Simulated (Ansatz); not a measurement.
Calculated with Ansatz (gas phase, PBE0-D4/def2-TZVP geometries, no zero-point term in ΔE). CCSD(T)/CBS adds triple-zeta CCSD(T) − MP2 to the extrapolated MP2 energy (def2 sets, frozen cores). DFT in def2-TZVPP. B3LYP here is the variant with VWN-RPA as its local correlation; programs differ in this. For Br, Ge outer-core shells are correlated without core-valence functions, which leaves a few kJ/mol of doubt a bond. Scalar relativity is left out up to krypton. Each species was taken in one conformer, which may not be the lowest.

Reaction (ligand exchange at the Si–C bond): `[BH2][GeH2][CH2][SiH3]` + `OB(O)Br` → `OB(Br)O[SiH3]` + `[BH2][GeH2][CH3]`

`[BH2][GeH2][CH2][SiH3]`:

```xyz
13

B     0.684   -1.783   -1.299
Ge    0.422    0.257   -1.252
C    -0.869    0.831    0.117
Si   -0.266    0.479    1.847
H    -0.150   -2.519   -0.860
H     1.653   -2.267   -1.803
H     1.748    1.016   -1.031
H    -0.101    0.682   -2.646
H    -1.807    0.297   -0.062
H    -1.069    1.899   -0.001
H     0.945    1.290    2.145
H    -1.297    0.777    2.878
H     0.108   -0.960    1.967
```

`OB(O)Br`:

Z-matrix (Å, degrees):
```
B
O 1 1.347
Br 1 1.936 2 117.8
O 1 1.354 2 121.5 3 -180.0
H 2 0.962 1 112.1 3 180.0
H 4 0.960 1 113.7 2 -180.0
```

`OB(Br)O[SiH3]`:

Cartesian coordinates in Å:
```
O 0.773 2.294 -0.132
B 0.073 1.144 -0.181
Br -1.764 1.163 -0.866
O 0.624 -0.003 0.233
Si 0.100 -1.574 0.325
H 0.284 3.055 -0.453
H -0.241 -2.072 -1.029
H 1.230 -2.346 0.888
H -1.080 -1.661 1.217
```

`[BH2][GeH2][CH3]`:

```xyz
10

B     0.592   -1.063   -1.473
Ge    0.011    0.587   -0.388
C    -0.460    0.228    1.479
H     0.676   -2.152   -0.985
H     0.863   -0.948   -2.632
H    -1.189    1.259   -1.094
H     1.160    1.623   -0.429
H    -1.294   -0.473    1.529
H    -0.748    1.148    1.988
H     0.390   -0.209    2.004
```

Question: Is it downhill or uphill in electronic energy at CCSD(T)/CBS, and by how much? (Estimate.)

Answer: Ansatz gave: Downhill: ΔE = -86.6 kJ/mol.

Question: What do these levels give: r2SCAN-D4, r2SCAN, B3LYP, HF/def2-TZVPP, CCSD(T)/def2-TZVPP, HF/CBS(def2)? (Estimate.)

Answer: Ansatz gave: r2SCAN-D4 -86.5, r2SCAN -87.0, B3LYP -93.2, HF/def2-TZVPP -106.3, CCSD(T)/def2-TZVPP -86.0, HF/CBS(def2) -108.2 kJ/mol.

Largest T1 diagnostic among the species: 0.011.

In def2-TZVPP, CCSD(T) changes the Hartree–Fock value by +20.3 kJ/mol (the triples alone add +2.5 kJ/mol) and MP2 by +19.3 kJ/mol.
